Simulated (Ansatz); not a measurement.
Species: H8GaNSi2, SMILES `[NH2][Ga]([SiH3])[SiH3]` (charge 0, multiplicity 1).

### Question
Give a relaxed geometry from Ansatz (a program for electronic structure) with r2SCAN-D4/def2-TZVP.

### Answer
Several could match; the one computed here: the end point of this relaxation, one of several conformers (outside a Z-matrix the atoms follow the SMILES, hydrogens last).
Z-matrix (Å, degrees):
```
Ga
N 1 1.8211
H 2 1.0081 1 124.18
H 2 1.0083 3 111.56 1 -179.99
Si 1 2.4018 2 115.13 3 0.08
H 5 1.4894 1 111.02 2 -121.92
H 5 1.4897 6 107.08 1 121.24
H 5 1.4900 6 107.74 7 115.62
Si 1 2.4018 2 115.15 3 -179.93
H 9 1.4895 1 110.94 2 120.98
H 9 1.4896 10 107.09 1 -121.24
H 9 1.4900 10 107.73 11 -115.63
```
